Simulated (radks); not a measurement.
Results of a calculation; reference values are marked as such.
Correlation energies from several functionals, in hartree. Species: Be2+ [He]; Kr [Kr]; S+ [Ne] 3s2 3p3. Code: a radial shooting solver on a logarithmic mesh with Libxc functionals. Model: non-relativistic Kohn-Sham, exchange-only PBE, spin-polarised, spherical densities, point nucleus. Every spin shell is full or empty, so the densities are truly spherical. Functionals are evaluated on that one density, not self-consistently.

| functional | Be2+ | Kr | S+ |
|---|---|---|---|
| PW92 | -0.15001 | -3.2665 | -1.1559 |
| VWN5 | -0.15080 | -3.2811 | -1.1619 |
| PZ | -0.14928 | -3.2647 | -1.1504 |
| Wigner | -0.10420 | -1.9075 | -0.69780 |
| LYP | -0.049265 | -1.7484 | -0.58823 |
| AM05 | -0.13069 | -3.0183 | -1.0470 |
| TPSS | -0.046532 | -1.7647 | -0.54576 |
| revTPSS | -0.049050 | -1.7920 | -0.56017 |
